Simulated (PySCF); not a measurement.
## Worked example: oscillator strength and radiative lifetime

Si(AsH2)(H)2(OH) (AsH5OSi), SMILES O[SiH2][AsH2].

Geometry optimised at PBE0-D3(BJ)/def2-SVP. Other conformers were not sampled.

TDA-CAM-B3LYP/def2-SVPD (PySCF) puts the first singlet state with f over 0.02 at 6.27 eV (vertical), with the transition dipole (0.268, -0.419, 0.159) in atomic units.

Problem. Find the oscillator strength, the wavelength and the radiative lifetime that this transition would have in vacuum if emission retraced absorption.

Solution. 
|μ|² = 0.2727 au, so |μ| = 1.33 D. ΔE = 6.27/27.211 = 0.2304 hartree. f = (2/3) ΔE |μ|² = 0.042 (the program prints 0.042).
λ = 1239.84/6.27 = 198 nm; ν = 50571 cm⁻¹.
Einstein's coefficient A = 0.6670 ν² f s⁻¹ (ν in cm⁻¹) = 7.1e7 s⁻¹, so τ = 1/A = 14 ns. This state is S1. The figure is the radiative limit of this one transition; relaxation, internal conversion, crossing to triplets and a medium change what is measured.
